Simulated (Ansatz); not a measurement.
Frontier orbitals of C$_{2}$H$_{6}$SSi (`[SiH3]CC=S`).

Total charge 0; spin multiplicity 1. The geometry is a stationary point of PBE0-D4/def2-TZVP. It is one conformer, not always the lowest. Basis def2-TZVPP, Ansatz.

Orbital energies of one run (eV). Highest occupied ones, from the top: -8.82, -10.30, -12.33, -12.46, -12.84, -13.38, -14.55, -15.96, -17.94, -18.95, -22.96, -26.11, -101.91, -101.91. Empty: 0.05, 2.29, 3.14, 3.22, 3.67, 4.00.

Which functional gave them?
A. BLYP
B. PBE0
C. LC-ωPBE
D. ωB97X-V

D. HOMO energies: ωB97X-V -8.82, PBE0 -6.44, BLYP -5.07, LC-ωPBE -9.19 eV.

LC-ωPBE has ω = 0.4 bohr⁻¹.
